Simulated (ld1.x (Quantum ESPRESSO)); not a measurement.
## Ranking TM potentials for K (Z = 19)

All share these settings but for the change named:

ld1.x (Quantum ESPRESSO) 7.5 input, shortened:

```
&input
   title='K', zed=19., rel=1, dft='PBE', iswitch=3,
   config='[Ar] 3d-2 4s1 4p0'
 /
 &inputp
   pseudotype=2, tm=.true., lloc=0,
   nlcc=.true., new_core_ps=.true.
 /
3
3P  2  1   6.00   0.00  2.05  2.05  0.0
3D  3  2  -2.00   0.05  3.65  3.65  0.0
4S  1  0   1.00   0.00  3.40  3.40  0.0
 &test
   configts(1)='3p6 4s1 4p0'
 /
```

Test errors are all-electron minus pseudo excitation energies from the reference, over 3p6 4s0 4p0; 3p6 4s0.5 4p0; 3p6 4s0 4p1; 3p5 4s1 4p0. None of these files shows a bound ghost.

The base gives 339.2 meV.

Of 8 variants that were run, those that failed, showed a ghost or another fault, or gave nearly equal values are left out.

A variant can come out equal or close to the base, since the largest error may sit in a test that the change hardly touches while other tests move.

Task: Rank these variants by their largest absolute test error, smallest first.
A. all radii but the core radius scaled by about 0.83 (s 2.82, p 1.70, d 3.04 bohr)
B. all radii but the core radius scaled by about 1.30 (s 4.42, p 2.66, d 4.74 bohr)
C. all radii but the core radius scaled by about 1.21 (s 4.12, p 2.48, d 4.42 bohr)
D. all radii but the core radius scaled by about 1.07 (s 3.64, p 2.20, d 3.92 bohr)

Result: B (174.2 meV), A (216.2 meV), C (265.5 meV), D (335.2 meV).
